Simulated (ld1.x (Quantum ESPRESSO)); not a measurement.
Results of a calculation; reference values are marked as such.
# Hardness and transferability of assorted potentials

Generated with ld1.x 7.5 (TM, RRKJ, ultrasoft, PAW), atompaw 4.2 or ONCVPSP 4.0.1. The cutoff is in Ry: for ld1.x and atompaw files where the sum of valence levels is converged to 10 mRy in a Bessel basis, for ONCV files where the hardest occupied wave has 1 mHa per electron of residual kinetic energy. The error is the largest all-electron minus pseudo excitation energy over each file’s own four to seven test configurations (ionisations up to +4, promotions, holes and added fractions of an electron), all of which were solved. The labels leave out finer settings (local radius, basis sizes, second energies), which also bear on the numbers. Spin-polarised tests are not counted. The rows are a selection from randomly drawn settings: files with unsolved tests, undetermined cutoffs or missed reference levels are left out.

A true bound ghost makes a file unfit for plane-wave use even where its test errors are small: the radial tests pick states by their node count and pass the ghost by.

```csv
element,potential,cutoff (Ry),largest error (meV),bound ghosts
B,"PAW, BLYP, scalar-relativistic, rc 1.65/4.20/3.80 (spd), local smoothed, core correction yes, reference 2s1.5 2p1.5",6,-43,none
Ga,"TM, PBE, scalar-relativistic, rc 1.35/1.65/1.58 (spd), local p, core correction no, reference 4s1.75 4p1.25",40,+52,d
Br,"TM, revPBE, scalar-relativistic, rc 1.20/1.40/1.55 (spd), local smoothed, core correction yes, reference 4s1.5 4p5.5",50,+16,none
Sb,"TM, LDA (PZ), scalar-relativistic, rc 1.70/1.95/1.60 (spd), local s, core correction yes, reference 5s1 5p4",25,-18,d
```

(1) Fill in the row for Dy: TM, PBE, scalar-relativistic, rc 3.38/4.12/3.78 (spd), local smoothed, core correction yes, reference 5d1 6s0 6p0.

(2) Fill in the row for B: RRKJ, LDA (PZ), scalar-relativistic, rc 1.30/2.45/1.90 (spd), local d, core correction no, reference 2s2 2p1.

(3) Fill in the row for Mo: TM, revPBE, scalar-relativistic, rc 2.60/4.20/1.60 (spd), local smoothed, core correction no, reference 4d5.5 5s0.5 5p0.

## Answers

(1) cutoff 12 Ry, largest error -119 meV, bound ghosts: none.

(2) cutoff 25 Ry, largest error +214 meV, bound ghosts: none.

(3) cutoff 45 Ry, largest error -343 meV, bound ghosts: s.
